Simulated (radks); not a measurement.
Ho2.75+, 64.25 electrons, occupied as [Kr] 4d10 4f(up 5.5, down 5.5) 5p6 5s(up 0.75, down 0.5) (fractional occupations, a model configuration).

Calculated with a radial shooting solver on a logarithmic mesh with Libxc functionals: scalar-relativistic Kohn-Sham, PBEsol, spin-polarised, spherical densities, point nucleus.

Energy parts (eV):
part                      energy
total                 -343126.15
kinetic                371098.95
electron-nucleus      -839429.39
Hartree                132427.48
exchange-correlation    -7223.19

Orbitals (lengths in bohr, moments of r in powers of bohr; <r^-3> diverges for s and p1/2; r(max) is where P^2 peaks):
| orbital | occ. | eigenvalue (eV) | <r^-3> | <1/r> | <r> | r(max) |
|---|---|---|---|---|---|---|
| 1s up | 1 | -55504.86 | - | 76.05 | 0.02074 | 0.01312 |
| 1s down | 1 | -55504.83 | - | 76.05 | 0.02074 | 0.01312 |
| 2s up | 1 | -9305.675 | - | 17.69 | 0.08811 | 0.07463 |
| 2s down | 1 | -9305.656 | - | 17.69 | 0.08811 | 0.07463 |
| 2p up | 3 | -8247.507 | 13540 | 16.38 | 0.07808 | 0.06061 |
| 2p down | 3 | -8247.488 | 13540 | 16.38 | 0.07808 | 0.06061 |
| 3s up | 1 | -2097.639 | - | 6.514 | 0.2299 | 0.2113 |
| 3s down | 1 | -2097.621 | - | 6.514 | 0.2299 | 0.2113 |
| 3p up | 3 | -1774.343 | 2899 | 6.096 | 0.2289 | 0.2078 |
| 3p down | 3 | -1774.324 | 2899 | 6.096 | 0.2289 | 0.2078 |
| 3d up | 5 | -1364.155 | 386.6 | 5.781 | 0.2079 | 0.1696 |
| 3d down | 5 | -1364.137 | 386.6 | 5.781 | 0.2079 | 0.1696 |
| 4s up | 1 | -434.5078 | - | 2.749 | 0.5191 | 0.4838 |
| 4s down | 1 | -434.4742 | - | 2.749 | 0.5191 | 0.4839 |
| 4p up | 3 | -328.1753 | 651.8 | 2.517 | 0.5506 | 0.5056 |
| 4p down | 3 | -328.1366 | 651.9 | 2.517 | 0.5505 | 0.5057 |
| 4d up | 5 | -184.6066 | 72.74 | 2.220 | 0.5971 | 0.5232 |
| 4d down | 5 | -184.5520 | 72.77 | 2.220 | 0.5970 | 0.5232 |
| 4f up | 5.5 | -28.6318 | 9.946 | 1.622 | 0.8188 | 0.5241 |
| 4f down | 5.5 | -28.5226 | 9.966 | 1.623 | 0.8180 | 0.5239 |
| 5s up | 0.75 | -75.8331 | - | 1.049 | 1.262 | 1.131 |
| 5s down | 0.5 | -75.5978 | - | 1.049 | 1.263 | 1.131 |
| 5p up | 3 | -50.6617 | 86.36 | 0.8834 | 1.474 | 1.287 |
| 5p down | 3 | -50.4540 | 86.11 | 0.8823 | 1.476 | 1.288 |

The highest occupied level is 4f down at -28.523 eV. The density falls to 0.001 e/bohr^3 at r = 3.23 bohr.
